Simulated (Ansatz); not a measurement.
Calculation: Ansatz (an electronic-structure program) with B3LYP-D3(BJ)/def2-TZVP. No frequencies were computed at this level.

Ansatz 0.2 input:
```yaml
crystal:
  periodic: [false, false, false]
  atoms:
    - { symbol: C, position_ang: [-1.373553, 0.127378, 0.057314] }
    - { symbol: B, position_ang: [0.013688, -0.432567, -0.422664] }
    - { symbol: C, position_ang: [1.365923, 0.10478, 0.170142] }
    - { symbol: H, position_ang: [-2.125156, -0.651725, 0.172182] }
    - { symbol: H, position_ang: [-1.330993, 0.700115, 0.980691] }
    - { symbol: H, position_ang: [-1.75796, 0.796952, -0.714337] }
    - { symbol: H, position_ang: [0.040551, -1.271707, -1.243662] }
    - { symbol: H, position_ang: [1.75656, -0.641255, 0.864503] }
    - { symbol: H, position_ang: [2.136166, 0.232037, -0.588461] }
    - { symbol: H, position_ang: [1.274774, 1.035992, 0.724293] }
basis:
  gaussian: { orbitals: def2-tzvp }
hamiltonian:
  xc: b3lyp
  dispersion: d3bj
relax:
  max_steps: 150
```

Output:

```
Functional definition: B3LYP
837 factors; their error is unknown
mean field evaluation 1: about -2854.9731 eV, gradient 7.0e1 eV
mean field evaluation 2: about -2850.2042 eV, gradient 7.7e1 eV
mean field evaluation 4: about -2865.9856 eV, gradient 1.7e0 eV
mean field evaluation 8: about -2865.9959 eV, gradient 6.5e-2 eV
mean field evaluation 16: about -2865.9782 eV, gradient 1.9e-5 eV
mean field -2865.97815569 eV, -105.3227545919 hartree, gradient 1.9e-5 eV, S^2 0.000000; 0 other end points of the search recorded, 0 dependent functions left out
reference -2865.97841017 eV, -105.3227639439 hartree; 12, 12 occupied and 123, 123 virtual orbitals, 837 factors
relax step   1: F+E_penalty+E_count = -2866.21100875 eV  Δ(F+E_penalty+E_count) = +0.000e0 eV  max|allowed force component| = 6.788e-1 eV/Å  Δτ_max = 0.0000 Å  (26 SCF iters, accepted)
these checks for a lower state are left out or cut short: starts, cluster_reference, orbital_swaps, neighbouring_geometries, increment
837 factors; their error is unknown
mean field -2865.99581610 eV, -105.3234035998 hartree, gradient 1.7e-5 eV, S^2 0.000000; 0 other end points of the search recorded, 0 dependent functions left out
reference -2865.99607126 eV, -105.3234129768 hartree; 12, 12 occupied and 123, 123 virtual orbitals, 837 factors
relax step   2: F+E_penalty+E_count = -2866.22819430 eV  Δ(F+E_penalty+E_count) = -1.719e-2 eV  max|allowed force component| = 2.116e-1 eV/Å  Δτ_max = 0.0246 Å  (30 SCF iters, accepted)
these checks for a lower state are left out or cut short: starts, cluster_reference, orbital_swaps, neighbouring_geometries, increment
837 factors; their error is unknown
mean field -2865.99903668 eV, -105.3235219542 hartree, gradient 1.7e-5 eV, S^2 0.000000; 0 other end points of the search recorded, 0 dependent functions left out
reference -2865.99929213 eV, -105.3235313416 hartree; 12, 12 occupied and 123, 123 virtual orbitals, 837 factors
relax step   3: F+E_penalty+E_count = -2866.23155692 eV  Δ(F+E_penalty+E_count) = -3.363e-3 eV  max|allowed force component| = 2.486e-2 eV/Å  Δτ_max = 0.0141 Å  (29 SCF iters, accepted)
these checks for a lower state are left out or cut short: starts, cluster_reference, orbital_swaps, neighbouring_geometries, increment
837 factors; their error is unknown
mean field evaluation 32: about -2866.0136 eV, gradient 4.5e-1 eV
mean field -2865.99935316 eV, -105.3235335846 hartree, gradient 1.7e-5 eV, S^2 0.000000; 0 other end points of the search recorded, 0 dependent functions left out
reference -2865.99960860 eV, -105.3235429717 hartree; 12, 12 occupied and 123, 123 virtual orbitals, 837 factors
relax step   4: F+E_penalty+E_count = -2866.23176103 eV  Δ(F+E_penalty+E_count) = -2.041e-4 eV  max|allowed force component| = 1.931e-2 eV/Å  Δτ_max = 0.0051 Å  (31 SCF iters, accepted)
these checks for a lower state are left out or cut short: starts, cluster_reference, orbital_swaps, neighbouring_geometries, increment
837 factors; their error is unknown
mean field -2865.99914746 eV, -105.3235260251 hartree, gradient 1.7e-5 eV, S^2 0.000000; 0 other end points of the search recorded, 0 dependent functions left out
reference -2865.99940285 eV, -105.3235354105 hartree; 12, 12 occupied and 123, 123 virtual orbitals, 837 factors
relax step   5: F+E_penalty+E_count = -2866.23179871 eV  Δ(F+E_penalty+E_count) = -3.768e-5 eV  max|allowed force component| = 1.693e-2 eV/Å  Δτ_max = 0.0112 Å  (29 SCF iters, accepted)
these checks for a lower state are left out or cut short: starts, cluster_reference, orbital_swaps, neighbouring_geometries, increment
837 factors; their error is unknown
mean field -2865.99926884 eV, -105.3235304857 hartree, gradient 1.7e-5 eV, S^2 0.000000; 0 other end points of the search recorded, 0 dependent functions left out
reference -2865.99952424 eV, -105.3235398714 hartree; 12, 12 occupied and 123, 123 virtual orbitals, 837 factors
relax step   6: F+E_penalty+E_count = -2866.23186088 eV  Δ(F+E_penalty+E_count) = -6.217e-5 eV  max|allowed force component| = 5.919e-3 eV/Å  Δτ_max = 0.0051 Å  (30 SCF iters, accepted)
837 factors; their error is unknown
mean field evaluation 64: about -2866.0134 eV, gradient 2.6e-1 eV
mean field -2865.99926884 eV, -105.3235304857 hartree, gradient 1.7e-5 eV, S^2 0.000000; 1 other end points of the search recorded, 0 dependent functions left out
reference -2865.99952424 eV, -105.3235398714 hartree; 12, 12 occupied and 123, 123 virtual orbitals, 837 factors
Total energy: -2866.23211628 eV, -105.3320874714 hartree
Atom 0 at    -1.377543     0.116290     0.074957 Å, force    -0.005718     0.000367    -0.002248 eV/Å
Atom 1 at     0.012968    -0.408055    -0.399260 Å, force     0.000037     0.000280     0.002291 eV/Å
Atom 2 at     1.369738     0.122135     0.158861 Å, force     0.005919    -0.001333    -0.000169 eV/Å
Atom 3 at    -2.136399    -0.666365     0.150986 Å, force     0.002226    -0.001475    -0.000530 eV/Å
Atom 4 at    -1.359687     0.700852     0.996916 Å, force    -0.000178     0.000569     0.001915 eV/Å
Atom 5 at    -1.737449     0.786284    -0.721557 Å, force     0.000619     0.001859     0.000925 eV/Å
Atom 6 at     0.040518    -1.264888    -1.238217 Å, force     0.000091    -0.002442    -0.003050 eV/Å
Atom 7 at     1.735456    -0.649611     0.854159 Å, force    -0.001215     0.000839     0.001699 eV/Å
Atom 8 at     2.149447     0.210037    -0.601799 Å, force    -0.001996    -0.000606    -0.001347 eV/Å
Atom 9 at     1.302950     1.053321     0.724954 Å, force     0.000216     0.001942     0.000515 eV/Å
Dipole moment:    -0.001884     0.060160     0.058704 e Å
```

Cost: around 19 core-seconds (rough).
